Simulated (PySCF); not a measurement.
C3H2N3, SMILES [c]1ncncn1, multiplicity 2. Atoms are numbered in the order given.

```xyz
8

C      0.0000     0.0000    -1.3181
N      0.0000    -1.1781    -0.7523
C      0.0000    -1.1287     0.5904
N      0.0000     0.0000     1.2975
C      0.0000     1.1287     0.5904
N      0.0000     1.1781    -0.7523
H      0.0000    -2.0795     1.1364
H      0.0000     2.0795     1.1364
```
Charge 0, spin multiplicity 2.

The structure is a stationary point at B3LYP-D3(BJ)/def2-SVP. The isomer is the one that the SMILES or the coordinates give; other isomers of the formula were not compared.

Level of theory: B3LYP/pcH-1 in PySCF.

Unrestricted Kohn–Sham, ⟨S²⟩ = 0.754. Hyperfine tensors hold the contact and dipolar terms, without spin-orbit corrections.

Computed hyperfine couplings:
| nucleus | A(iso) (MHz) | A(iso) (G) | dipolar principal values (MHz) |
|---|---|---|---|
| 13C no. 1 | 693.9 | 247.6 | -62.9, -50.5, 113.5 |
| 14N no. 2 | 91.0 | 32.5 | -6.6, -2.9, 9.5 |
| 13C no. 3 | 39.7 | 14.1 | -7.0, -6.4, 13.4 |
| 14N no. 4 | -0.2 | -0.1 | -3.6, -0.8, 4.4 |
| 13C no. 5 | 39.7 | 14.1 | -7.0, -6.4, 13.4 |
| 14N no. 6 | 91.0 | 32.5 | -6.6, -2.9, 9.5 |
| 1H no. 7 | 10.9 | 3.9 | -3.6, -2.1, 5.7 |
| 1H no. 8 | 10.9 | 3.9 | -3.6, -2.1, 5.7 |

Problem. And the g tensor (effective nuclear charges for spin-orbit coupling, GIAO)? (Estimate from the structure and the level; the computed values follow.)

Solution. principal values 2.0000, 2.0019, 2.0040; isotropic 2.0019.
